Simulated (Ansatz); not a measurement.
Start from `O[SiH](O)[SiH2][SiH3]` and change one atom or group to get `O[SiH](O)CF`.

Ansatz, PBE0-D4/def2-TZVP geometries, multiplicity 1. Each molecule was computed in one conformer, which needn't be the lowest.

| property | `O[SiH](O)[SiH2][SiH3]` |
| --- | --- |
| HOMO–LUMO gap (PBE/def2-TZVPP) / eV | 5.45 |
| size of the dipole moment (PBE/def2-TZVPP) / D | 1.26 |
| LUMO energy (B3LYP/def2-TZVPP) / eV | -0.45 |
| HOMO energy (PBE0/def2-TZVPP) / eV | -7.68 |
| size of the dipole moment (B3LYP/def2-TZVPP) / D | 1.19 |
| HOMO–LUMO gap (B3LYP/def2-TZVPP) / eV | 7.04 |

(1) Give the same properties after the change, and the shifts. (An estimate is asked.)

## Answers

(1) The calculation gave: 
```tsv
property	`O[SiH](O)CF`	shift
HOMO–LUMO gap (PBE/def2-TZVPP) / eV	6.11	0.66
size of the dipole moment (PBE/def2-TZVPP) / D	1.59	0.33
LUMO energy (B3LYP/def2-TZVPP) / eV	0.07	0.52
HOMO energy (PBE0/def2-TZVPP) / eV	-8.24	-0.56
size of the dipole moment (B3LYP/def2-TZVPP) / D	1.61	0.42
HOMO–LUMO gap (B3LYP/def2-TZVPP) / eV	8.11	1.07
```

With PBE0 the HOMO falls by 0.56 eV and the LUMO rises by 0.62 eV, so the gap widens by about 1.18 eV. PBE moves the HOMO by -0.18 eV and ωB97M-V by -0.87 eV. Dipoles are sizes alone; their direction can turn.

B3LYP here is the variant with VWN-RPA as its local correlation; programs differ in this.
